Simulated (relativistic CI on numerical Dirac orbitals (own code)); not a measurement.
## Ir7+ (5d2) in a crystal field

Calculated by Dirac-Coulomb-Breit CI, separate exchange-only KLI orbitals for each configuration, model QED (radiative potential, 1s self-energy scaled to tabulated hydrogen-like ionisation energies), valence Slater integrals scaled by 0.9, one configuration in a parametric crystal field (own radial code). With so little scaling, terms lie 10 to 35 % too far apart, which can change the order of excited levels.

Field parameters in Wybourne normalisation: Oh B⁴₀ = 21Dq, B⁴₄ = √(5/14) B⁴₀. The field is a parameter set, without covalency.

S is read from ⟨S²⟩ = S(S + 1).

Levels (cm⁻¹, degeneracy): 0 (2), 1372 (3), 11925 (3), 15127 (3), 15635 (1), 17161 (1), 22699 (2), 22758 (3), 24177 (2), 24798 (1), 24903 (3), 29052 (3).

(1) Which field gives this pattern?
A. Oh, 10Dq = 25950 cm⁻¹
B. Oh, 10Dq = 10000 cm⁻¹
C. Oh, 10Dq = 18000 cm⁻¹
D. Oh, 10Dq = 33950 cm⁻¹

Answers

(1) B. Oh, 10Dq = 10000 cm⁻¹, ground level with S = 0.94.
